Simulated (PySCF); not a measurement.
Vertical excitation energies

C4H10SSi2.
InChI=1S/C4H10SSi2/c1-4-6-5-7(2)3/h1,7H,6H2,2-3H3

Method used: TDDFT CAM-B3LYP/def2-SVPD, vertical, gas phase, core orbitals frozen in the response (PySCF). Isolated species at its GFN2-xTB geometry (one conformer only). Torsions of this conformer, `[CH:1]#[C:2][SiH2:3][S:4][SiH:5]([CH3:6])[CH3:7]`: C2–Si3–S4–Si5 -72°, Si3–S4–Si5–C6 51°.

| state | E (eV) | E (hartree) | f | \|μ\| (D) | main configurations (H = HOMO, L = LUMO) |
| --- | --- | --- | --- | --- | --- |
| S1 | 5.78 | 0.2126 | 0.022 | 1.00 | H→L (90%) |
| S2 | 5.99 | 0.2200 | 0.0002 | 0.09 | H-2→L (40%), H-3→L (10%) |
| S3 | 6.20 | 0.2280 | 0.0020 | 0.29 | H-2→L (26%), H→L+1 (23%), H-1→L+1 (9%) |
| S4 | 6.31 | 0.2319 | 0.0080 | 0.58 | H-1→L (27%), H-2→L+1 (20%), H-2→L+2 (13%) |
| S5 | 6.58 | 0.2417 | 0.013 | 0.71 | H→L+1 (54%) |
| S6 | 6.59 | 0.2422 | 0.0081 | 0.57 | H→L+3 (27%), H→L+2 (24%), H→L+7 (10%) |
| S7 | 6.90 | 0.2537 | 0.029 | 1.05 | H→L+3 (28%), H→L+2 (28%), H→L+7 (9%) |
| S8 | 7.14 | 0.2625 | 0.054 | 1.41 | H→L+5 (26%), H→L+2 (20%), H-1→L (18%) |

Triplets (Tamm–Dancoff): T1 4.96 eV, H-1→L (17%), H→L (13%), H-3→L (12%); T2 5.39 eV, H→L (32%), H-2→L+1 (24%), H-2→L+2 (15%); T3 5.44 eV, H-2→L (34%), H-3→L+1 (10%), H-1→L+1 (9%).

The lowest singlet comes at 214 nm (558 kJ/mol) in the ultraviolet; it is weak; its leading configuration is HOMO→LUMO (90%). The strongest level in the table is S8 at 7.14 eV (174 nm, f = 0.054). It is the last of those listed, so stronger ones may follow. Löwdin shares by element: HOMO sulfur 70%, silicon 14%, carbon 5% or more; LUMO carbon 38% or more, silicon 23% or more, sulfur 17% (atoms not listed hold the other 22%). The oscillator strengths of these states sum to 0.136; summed over the whole spectrum of an exact calculation they would give the number of electrons, 78 (Thomas–Reiche–Kuhn). Weighted by f, the mean energy of these states is 6.72 eV. The listed states span 1.36 eV, and the widest gap between neighbours is 0.31 eV (S6 to S7). Singlets were solved by full linear response, triplets in the Tamm–Dancoff approximation.
